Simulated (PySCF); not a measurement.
Gallium: highly charged ions in a basis for the neutral atom

Ga¹³⁺ [Ar], Ga¹⁴⁺ [Ne] 3s2 3p5. Calculation: PySCF 2.14, in cc-pVDZ-PP with ECP10MDF; a scalar-relativistic core potential. No spin-orbit coupling, so a gap to NIST mixes the basis error with missing relativistic terms.

Changed run: basis of the neutral atom used for a highly charged ion. This setting is unsound on purpose.

```tsv
species	method	sound run (hartree)	changed run (hartree)	converged
Ga¹³⁺	UHF	not run	-180.59554	yes
Ga¹³⁺	TPSS	not run	-180.87416	yes
Ga¹³⁺	PBE0	not run	-180.87630	yes
Ga¹⁴⁺	UHF	not run	-163.04097	yes
Ga¹⁴⁺	TPSS	not run	-163.30213	yes
Ga¹⁴⁺	PBE0	not run	-163.28861	yes
```

Ionisation energy of Ga¹³⁺:

| method | changed run (eV) | NIST (eV) |
| --- | --- | --- |
| UHF | 477.68 | 471.2 ± 1.4 |
| TPSS | 478.16 | 471.2 ± 1.4 |
| PBE0 | 478.59 | 471.2 ± 1.4 |

The contracted functions were made for the neutral atom and can be too rigid for a highly charged ion.
